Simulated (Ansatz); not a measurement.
A structure relaxed at r2SCAN-D4/def2-SVP in Ansatz, charge 0, singlet:

| atom | x (Å) | y (Å) | z (Å) |
| --- | --- | --- | --- |
| W1 | -0.697 | -1.290 | -0.520 |
| W2 | 0.300 | 1.397 | 0.016 |
| W3 | 0.538 | -0.834 | 1.396 |
| O4 | -0.746 | 0.438 | -1.331 |
| O5 | 1.332 | -1.791 | 0.095 |
| O6 | 1.809 | 2.024 | -0.548 |
| O7 | -2.084 | -2.307 | -0.354 |
| O8 | -0.453 | 2.363 | 1.246 |

Task: Give its formula.

Result: the cluster W3O5.

Task: Summarise the bond lengths by kind (pairs closer than 1.2 times the sum of covalent radii, bridged metal pairs left out).

Result: 7 × O–W 1.73 to 2.18 Å; 1 × W–W 2.63 Å.

In the def2 sets W takes a core potential; there is no spin–orbit coupling. The restricted singlet is unstable towards broken spin symmetry in Hartree–Fock (as tested in another run); at r2SCAN-D4/def2-SVP this wasn't settled. Another isomer (triplet) lies 0.68 eV lower at PBE0-D4/def2-TZVP; other spin states weren't run for this one.
